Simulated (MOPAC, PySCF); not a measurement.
[Ti(NH2)4], neutral singlet in the gas phase. 

Z-matrix (Å, degrees):
```
Ti
N 1 1.9004
H 2 1.0231 1 127.94
H 2 1.0252 3 109.14 1 172.66
N 1 1.9005 2 108.66 3 132.69
H 5 1.0232 1 127.94 2 133.20
H 5 1.0252 6 109.13 1 172.65
N 1 1.9005 2 109.88 3 -107.01
H 8 1.0231 1 127.96 2 -12.51
H 8 1.0252 9 109.13 1 -172.90
N 1 1.9005 2 109.82 3 12.51
H 11 1.0232 1 127.89 2 106.54
H 11 1.0252 12 109.13 1 -172.49
```
Charge 0, spin multiplicity 1.

All levels are single points at this geometry (TPSS-D3(BJ)/def2-SVP); Pople sets use spherical d functions. Orbital energies aren't observables, and empty levels follow the basis.

TPSSh-D3(BJ)/def2-TZVP in PySCF gives gap (eV) = 4.76.

Problem. Estimate the gap (eV) from each of these levels: B3LYP/3-21G in PySCF; B3LYP/6-311+G** (LANL2DZ on Ti) in PySCF; M06-2X/6-31G* (LANL2DZ on Ti) in PySCF; HF/STO-3G in PySCF; PM6 in MOPAC.

Solution. 
```json
[
 {"level": "B3LYP/3-21G in PySCF", "gap (eV)": "5.68"},
 {"level": "B3LYP/6-311+G** (LANL2DZ on Ti) in PySCF", "gap (eV)": "5.37"},
 {"level": "M06-2X/6-31G* (LANL2DZ on Ti) in PySCF", "gap (eV)": "8.05"},
 {"level": "HF/STO-3G in PySCF", "gap (eV)": "16.71"},
 {"level": "PM6 in MOPAC", "gap (eV)": "9.25"}
]
```
